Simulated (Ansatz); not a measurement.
Born–Oppenheimer molecular dynamics of Cl2H5NSi2 (10 atoms, charge 0, multiplicity 1). It goes on from the last frame of an earlier run, with new velocities.

Computed with RKS B3LYP-D4/6-31G (Ansatz).

- ensemble: NVE (velocity Verlet)
- time step: 0.5 fs
- steps asked: 250
- starting velocities drawn for: 2000 K
- seed: 18299

First frame:

```xyz
10
Properties=species:S:1:pos:R:3
Si -0.243 0.026 0.045
Si 0.303 -0.297 2.546
H -0.944 -1.094 3.268
H 1.638 -0.990 2.646
H 0.397 1.137 2.993
Cl 1.903 0.234 -0.675
Cl -1.114 1.750 -1.290
N -1.120 -1.321 -0.436
H -0.725 -2.283 -0.407
H -1.679 -1.229 -1.365
```

Question: How far do the bonds stretch over the last three quarters of this one trajectory? (Pairs bonded in most of those frames.)

Answer: 
| bond | mean (Å) | spread (Å) | shortest | longest |
| --- | --- | --- | --- | --- |
| Si1–Si2 | 2.442 | 0.100 | 2.30 | 2.59 |
| Si1–Cl6 | 2.244 | 0.049 | 2.16 | 2.32 |
| Si1–Cl7 | 2.243 | 0.070 | 2.12 | 2.34 |
| Si1–N8 | 1.765 | 0.072 | 1.66 | 1.88 |
| Si2–H3 | 1.528 | 0.070 | 1.40 | 1.66 |
| Si2–H4 | 1.519 | 0.026 | 1.47 | 1.58 |
| Si2–H5 | 1.542 | 0.086 | 1.41 | 1.69 |
| N8–H9 | 1.027 | 0.046 | 0.94 | 1.12 |
| N8–H10 | 1.023 | 0.029 | 0.97 | 1.08 |

Mean temperature of the second half: 1751 K. The conserved energy stayed within 0.29 meV per atom of its start (net change 0.012 meV per atom), so the integration is sound. A run of 0.12 ps of so small a system gives no equilibrium averages. Limits of this set-up: no polarisation functions.

Time of the run: 22 min on 1 thread of Arm Neoverse V1 (shared host), peak memory 0.17 GiB.
